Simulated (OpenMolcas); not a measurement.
## Mo2+: moving or changing the point charges

Mo2+ among 8 point charges of -1.2 e arranged as a cube (Oh), 2.08 Å from the ion.

```
Program             : OpenMolcas
Method              : CASSCF
Basis               : ANO-RCC-VDZP [6s5p3d1f]
Scalar Hamiltonian  : DKH2, point nucleus
Active space        : 4 electrons in 5 orbitals (4d)
State averaging     : 2S+1 = 5 even, 5 roots; 2S+1 = 3 even, 45 roots; 2S+1 = 1 even, 50 roots
Spin-orbit coupling : RASSI with atomic mean-field integrals over the reference wave functions
```

Runs around this geometry, states (labels of O, the rotations of Oh). Energies in cm-1 above the lowest state or level, χT in cm3 K/mol; under a threefold ground state the first gap can be a small split of the lowest multiplet, not the spin-orbit step; 10Dq and B are least-squares fits to the states below 45000 cm-1, weighted by degeneracy, with a free offset, and given where the rms deviation is under 5 % of |10Dq| (or 100 cm-1) and under 700 cm-1; 10Dq is negative for this site.

| R (Å) | q (e) | Ground state | First state of that spin | 10Dq | B (rms of fit) | First gap with spin-orbit (degeneracies) | χT at 300 K | First state of another spin |
| --- | --- | --- | --- | --- | --- | --- | --- | --- |
| 2.08 | -0.96 | 5T2 | 5E 7324 |  |  | 109.1 (1, 3) | 1.845 | 3T1 8551 |
| 2.08 | -1.2 | 5T2 | 5E 9361 | -9705 | 732 (182) | 119.2 (1, 3) | 1.853 | 1A1 5140 |
| 2.29 | -1.2 | 5T2 | 5E 6077 |  |  | 112.3 (1, 3) | 1.813 | 3T1 9822 |

Taking the first state of the same spin as R^-n, n = -ln(6077 / 9361) / ln(2.29 / 2.08) = 4.5 between the shortest and longest distance.

Scaling the charges by -0.96 / -1.2 = 0.80 scales the first state of the same spin by 7324 / 9361 = 0.78; with fixed orbitals a first-order splitting would follow the charge.

An orbital triplet at a regular site is open to Jahn-Teller coupling, which can distort the site and quench the lowest spin-orbit gaps and is left out. Without dynamic correlation the repulsion within the d shell is too large (B by tens of per cent), so at a given field states of lower spin stand too high. Point charges give a weaker field than real ligands, and real ions of this kind are as a rule low spin; the high spin found here belongs to the model. This shell can be high or low spin here, a state of another spin lies low, and with metal d orbitals alone active their balance is uncertain, so the ground spin may be wrong (holds for R = 2.08, q = -1.2). This is an electrostatic model: the charges have no orbitals. No measured value stands beside these numbers.
